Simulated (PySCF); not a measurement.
# `C=C[C@@H]1C=CC=C1OC(C)=O`: 4 charge schemes on one density

Species: C9H10O2.
Cartesian coordinates in Å at the PBE0-D3(BJ)/def2-SVP level; atoms count from 1:
```
atom  x, y, z in Å
C1    -1.3776    1.9690    0.7719
C2    -1.5048    0.6420    0.7370
C3    -1.2010   -0.2129   -0.4615
C4    -2.2501   -1.2402   -0.7857
C5    -1.7024   -2.4732   -0.7612
C6    -0.2847   -2.3810   -0.4142
C7     0.0135   -1.0775   -0.2429
O8     1.2126   -0.6069    0.2024
C9     1.7339    0.5438   -0.2985
C10    2.9396    0.9465    0.4912
O11    1.2733    1.1309   -1.2356
H12   -1.0434    2.5317   -0.1051
H13   -1.6010    2.5354    1.6798
H14   -1.8276    0.0965    1.6318
H15   -1.0227    0.4339   -1.3385
H16   -3.2818   -0.9816   -1.0236
H17   -2.2195   -3.4097   -0.9765
H18    0.4093   -3.2142   -0.3059
H19    2.6133    1.2848    1.4866
H20    3.6084    0.0879    0.6405
H21    3.4599    1.7621   -0.0223
```

Density: PBE0/pcSseg-1 (PySCF); schemes: Mulliken, IAO, Hirshfeld and ESP-fitted. Isolated species at its PBE0-D3(BJ)/def2-SVP geometry (one conformer only).

Q: Give the atomic charges in each scheme.

A: In e:

| atom | environment | Mulliken | IAO | Hirshfeld | ESP-fitted |
| --- | --- | --- | --- | --- | --- |
| C1 | terminal =CH2 carbon | -0.146 | -0.315 | -0.102 | -0.517 |
| C2 | alkene CH carbon | -0.147 | -0.128 | -0.041 | -0.141 |
| C3 | allylic carbon | -0.277 | -0.148 | -0.041 | +0.292 |
| C4 | alkene CH carbon | -0.072 | -0.165 | -0.054 | -0.492 |
| C5 | alkene CH carbon | -0.066 | -0.156 | -0.056 | -0.079 |
| C6 | alkene CH carbon | -0.107 | -0.200 | -0.075 | -0.272 |
| C7 | vinylic carbon bearing oxygen | +0.252 | +0.184 | +0.070 | +0.152 |
| O8 | ester single-bonded oxygen | -0.455 | -0.309 | -0.088 | -0.392 |
| C9 | ester carbonyl carbon | +0.393 | +0.534 | +0.224 | +0.845 |
| C10 | methyl carbon next to a carbonyl | -0.258 | -0.468 | -0.118 | -0.616 |
| O11 | ester carbonyl oxygen | -0.395 | -0.447 | -0.238 | -0.556 |
| H12 | vinylic hydrogen | +0.130 | +0.151 | +0.045 | +0.215 |
| H13 | vinylic hydrogen | +0.122 | +0.150 | +0.047 | +0.204 |
| H14 | vinylic hydrogen | +0.107 | +0.146 | +0.042 | +0.156 |
| H15 | methine hydrogen | +0.191 | +0.187 | +0.050 | +0.103 |
| H16 | vinylic hydrogen | +0.095 | +0.155 | +0.050 | +0.219 |
| H17 | vinylic hydrogen | +0.094 | +0.154 | +0.053 | +0.158 |
| H18 | vinylic hydrogen | +0.093 | +0.160 | +0.054 | +0.188 |
| H19 | methyl hydrogen | +0.153 | +0.175 | +0.061 | +0.181 |
| H20 | methyl hydrogen | +0.148 | +0.171 | +0.058 | +0.178 |
| H21 | methyl hydrogen | +0.146 | +0.170 | +0.058 | +0.173 |

Mean size of the charges over all atoms: ESP-fitted 0.292 e, IAO 0.222 e, Mulliken 0.183 e, Hirshfeld 0.077 e. Each set sums to the total charge, 0, to within 0.001 e. The ESP scheme is a least-squares fit of atom-centred charges to the potential on four shells outside the van der Waals surface, with the total charge fixed. The IAO scheme projects the occupied orbitals on a minimal set of polarised atomic orbitals and counts the electrons in each atom's part of it.

Lowest charge. The schemes don't all agree: Mulliken O8 (-0.455); IAO C10 (-0.468); Hirshfeld O11 (-0.238); ESP-fitted C10 (-0.616).

Highest charge. All schemes agree: Mulliken C9 (+0.393); IAO C9 (+0.534); Hirshfeld C9 (+0.224); ESP-fitted C9 (+0.845).

Q: How many electrons does the Hirshfeld scheme count on O11?

A: Z − q = 8 − (-0.238) = 8.238.

Q: How closely do the schemes follow one another over all atoms?

A: Correlation coefficient and root-mean-square difference: IAO with Hirshfeld 0.97, 0.162 e; Mulliken with IAO 0.93, 0.092 e; IAO with ESP-fitted 0.92, 0.156 e; Mulliken with Hirshfeld 0.91, 0.134 e; Hirshfeld with ESP-fitted 0.91, 0.270 e; Mulliken with ESP-fitted 0.78, 0.228 e.

Q: Sum the charges by element.

A: 
| element | atoms | Mulliken | IAO | Hirshfeld | ESP-fitted |
| --- | --- | --- | --- | --- | --- |
| C | 9 | -0.428 | -0.861 | -0.193 | -0.828 |
| O | 2 | -0.850 | -0.757 | -0.326 | -0.947 |
| H | 10 | +1.278 | +1.617 | +0.518 | +1.775 |
